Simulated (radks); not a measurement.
Q: Pb57+, 25 electrons, occupied as [Ar] 3d7 (the NIST ground configuration). All-electron calculation, Dirac Kohn-Sham, relativistic LDA (MacDonald-Vosko exchange, VWN5 correlation), spin-unpolarised, spherical densities, finite nucleus; open shells fill j = l - 1/2 first; Fermi nuclear charge, rms radius 5.5012 fm. Program: a radial shooting solver on a logarithmic mesh with Libxc functionals. Some entries of the table are withheld. Estimate them.

| orbital | occ. | eigenvalue (Ry) | r(max) (bohr) |
|---|---|---|---|
| 1s1/2 | 2 | -6685.455 | (1) |
| 2s1/2 | 2 | -1412.241 | (2) |
| 2p1/2 | 2 | (3) | 0.04207 |
| 2p3/2 | 4 | (4) | 0.04970 |
| 3s1/2 | 2 | -518.3023 | (5) |
| 3p1/2 | 2 | -500.2507 | 0.1475 |
| 3p3/2 | 4 | -461.3966 | 0.1620 |
| 3d3/2 | 4 | -433.4875 | 0.1245 |
| 3d5/2 | 3 | -424.8856 | 0.1284 |
| 4s1/2 | 0 | -263.4421 | 0.3271 |
| 4p1/2 | 0 | -255.6075 | 0.3200 |
| 4p3/2 | 0 | -241.4034 | 0.3414 |

A: 
(1) 1s1/2 r(max) (bohr): 0.009899
(2) 2s1/2 r(max) (bohr): 0.05754
(3) 2p1/2 eigenvalue (Ry): -1369.799
(4) 2p3/2 eigenvalue (Ry): -1209.829
(5) 3s1/2 r(max) (bohr): 0.1589
